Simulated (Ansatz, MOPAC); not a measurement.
Dissociation curve of B2, triplet. Each curve is given relative to its own lowest point near equilibrium.

```json
[
 {"R / Å": "1.21", "A": "336.2", "B": "446.0", "C": "437.3", "D": "105.0"},
 {"R / Å": "1.30", "A": "167.8", "B": "274.5", "C": "266.3", "D": "52.8"},
 {"R / Å": "1.38", "A": "77.7", "B": "184.3", "C": "176.6", "D": "38.1"},
 {"R / Å": "1.44", "A": "36.7", "B": "144.4", "C": "137.5", "D": "39.6"},
 {"R / Å": "1.53", "A": "5.7", "B": "52.3", "C": "52.2", "D": "5.1"},
 {"R / Å": "1.57", "A": "0.8", "B": "33.1", "C": "32.8", "D": "1.0"},
 {"R / Å": "1.61", "A": "0.0", "B": "19.0", "C": "18.7", "D": "0.0"},
 {"R / Å": "1.64", "A": "1.6", "B": "11.3", "C": "11.1", "D": "1.1"},
 {"R / Å": "1.71", "A": "11.2", "B": "1.3", "C": "1.2", "D": "9.4"},
 {"R / Å": "1.78", "A": "26.6", "B": "0.0", "C": "0.0", "D": "24.6"},
 {"R / Å": "1.86", "A": "48.4", "B": "6.0", "C": "6.2", "D": "48.8"}
]
```

Energies in kJ/mol.

Match the curves with the methods AM1, unrestricted, heats of formation (MOPAC 23.2.5); CCSD on ROHF/def2-SVP, frozen core in Ansatz (an electronic-structure program); CCSD(T) on ROHF/def2-SVP, frozen core in Ansatz; Ansatz with unrestricted PBE/def2-SVP.

A is UKS-PBE; B is ROCCSD(T); C is ROCCSD; D is AM1.

The scan ran from 1.21 to 6.49 Å; beyond the distances shown full CI changes its symmetry label. The T1 diagnostic of CCSD on the restricted reference of ROCCSD, ROCCSD(T) exceeds 0.045 at 1.53 to 1.86 Å. At the minimum ROCCSD, ROCCSD(T) lies far from FCI: another state is possible. The unrestricted determinant behind UKS-PBE is spin-contaminated at 1.21 to 1.86 Å (<S²> up to 2.9, against 2.00 for a pure triplet).
